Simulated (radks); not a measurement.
Spherical quantum dot in the effective-mass picture: electrons in a hard-walled sphere of radius 8.26, all in effective atomic units (hartree* = m*/eps^2 hartree, bohr* = eps/m* bohr), one dielectric constant everywhere. Calculated with a radial shooting solver with Libxc functionals: non-relativistic Kohn-Sham, LDA (Slater exchange, Perdew-Wang correlation), spin-polarised, spherical densities. Levels are named by radial order and angular momentum (1s, 1p, 1d, 2s, ...), and open shells are averaged over m. Results are scaled to m* = 0.463 and eps = 17.4, for which hartree* = 41.61 meV and bohr* = 1.989 nm.

N = 9, configuration 1s2 1p6 1d(up 1, down 0). This is the lowest configuration that the search found. Occupied and some empty levels:

| level | occupation | eigenvalue (meV) | <r> (nm) |
|---|---|---|---|
| 1s up | 1 | 57.067 | 11.10 |
| 1s down | 1 | 57.368 | 11.08 |
| 1p up | 3 | 58.633 | 11.47 |
| 1p down | 3 | 58.946 | 11.45 |
| 1d up | 1 | 61.396 | 11.81 |
| 1d down | 0 | 61.717 | 11.80 |
| 1f up | 0 | 65.196 | 12.11 |
| 1f down | 0 | 65.522 | 12.11 |
| 2s up | 0 | 68.951 | 7.507 |
| 2s down | 0 | 69.079 | 7.495 |
| 2p up | 0 | 73.903 | 8.711 |
| 2p down | 0 | 74.074 | 8.699 |

Energy (meV): total 277.485, kinetic 69.085, external 0, Hartree 269.39, exchange-correlation -60.988.
